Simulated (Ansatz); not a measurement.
Molecule: GaH$_{2}$, charge 1, multiplicity 1. SMILES: [GaH2+]
Geometry from a B3LYP-D3(BJ)/def2-TZVP (Ansatz, an electronic-structure program) optimisation:
```xyz
3

Ga     0.0000     0.0000     0.0000
H      0.0000     0.0000     1.5293
H      0.0000     0.0000    -1.5293
```
Charge +1, spin multiplicity 1.

Property: vertical electron affinity (to the doublet state of charge +0; a negative value means that the extra electron is unbound and the number depends on the basis; each state is the SCF solution reached for its spin), in eV. Correlated levels leave the core frozen unless marked. UHF or UKS for open shells. Spin-orbit coupling is left out. The frozen core is the preceding noble-gas configuration, with the filled d and f shells of earlier blocks. Non-relativistic. Basis-set limits of correlation are two-point, X^-3; Hartree-Fock from the larger set.

```csv
level,program,vertical electron affinity (eV)
SVWN5/def2-TZVPD,Ansatz,6.37
PBE0/def2-TZVPD,Ansatz,6.23
wB97X-V/def2-TZVPD,Ansatz,6.05
CCSD/aug-cc-pVDZ,Ansatz,5.95
CCSD/aug-cc-pVTZ,Ansatz,6.01
CCSD/def2-TZVPPD,Ansatz,5.98
"CCSD/CBS(aug-cc-pVTZ,aug-cc-pVQZ)",Ansatz,6.04
"CCSD/CBS(def2-TZVPPD,def2-QZVPPD)",Ansatz,6.04
CCSD(T)/aug-cc-pVTZ,Ansatz,6.04
"CCSD(T)/CBS(aug-cc-pVTZ,aug-cc-pVQZ)",Ansatz,6.07
```
